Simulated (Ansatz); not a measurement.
Reaction (substitution at a C–O bond): `C[O][Al]([F])[O][SiH3]` + `CNC=O` → `CN(C)C=O` + `[OH][Al]([F])[O][SiH3]`

Program: Ansatz. Geometries: PBE0-D4/def2-TZVP. ΔE: electronic, gas phase. CBS: MP2 limit from def2 TZ/QZ plus the TZ coupled-cluster correction, frozen cores. DFT in def2-TZVPP. Each species was taken in one conformer, which may not be the lowest.

Is it downhill or uphill in electronic energy at CCSD(T)/CBS, and by how much? (Best estimate.)

The calculation gave: Downhill: ΔE = -0.46 eV.

What do these levels give: r2SCAN-D4, PBE, r2SCAN, HF/def2-TZVPP, CCSD/def2-TZVPP, CCSD(T)/def2-TZVPP? (Best estimate.)

Ansatz gave: r2SCAN-D4 -0.44, PBE -0.42, r2SCAN -0.43, HF/def2-TZVPP -0.27, CCSD/def2-TZVPP -0.43, CCSD(T)/def2-TZVPP -0.46 eV.

Largest T1 diagnostic among the species: 0.015.

In def2-TZVPP, CCSD(T) changes the Hartree–Fock value by −0.18 eV (the triples alone add −0.03 eV) and MP2 by −0.24 eV.
